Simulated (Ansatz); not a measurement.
Relaxation of Cl$_{3}$H$_{3}$HfO (8 atoms, charge 0, multiplicity 1), to a largest force component of 0.03 eV/Å in at most 50 steps.

All numbers below come from RKS r2SCAN-D4/def2-SVP in Ansatz.

```xyz
8
Properties=species:S:1:pos:R:3
Hf 0.451 -0.211 -0.483
O -0.625 -0.349 2.583
H -1.094 -1.187 2.696
Cl 2.003 -0.409 -2.207
Cl -0.248 2.013 -0.345
Cl -1.196 -1.861 -0.716
H 1.448 -0.643 1.012
H 0.321 -0.621 2.498
```

Task: Where does it end, and by what steps?

Result: The run converged. After 8 steps the energy has fallen by 0.676 eV; O2 moved furthest, 0.61 Å. Joined: Hf1–O2 (3.25 → 2.32 Å).

| step | energy less start (eV) | largest force component (eV/Å) | accepted |
| --- | --- | --- | --- |
| 0 | 0.0000 | 0.794 | yes |
| 1 | -0.1211 | 1.351 | yes |
| 2 | -0.3015 | 1.661 | yes |
| 3 | -0.5437 | 1.386 | yes |
| 4 | -0.6334 | 0.423 | yes |
| 5 | -0.6623 | 0.265 | yes |
| 6 | -0.6674 | 0.425 | yes |
| 7 | -0.6750 | 0.095 | yes |
| 8 | -0.6760 | 0.024 | yes |

```xyz
8
Properties=species:S:1:pos:R:3
Hf 0.391 -0.229 -0.148
O -0.449 -0.445 2.006
H -1.149 -1.106 2.125
Cl 1.711 -0.487 -2.066
Cl -0.212 2.045 -0.126
Cl -1.244 -1.948 -0.446
H 1.823 -0.544 0.967
H 0.189 -0.554 2.727
```

Whether the end is a true minimum wasn't checked by a vibrational analysis.

Run time: 22 s on 4 threads of Intel(R) Xeon(R) Platinum 8488C (Sapphire Rapids) (shared host), peak memory 0.24 GiB.
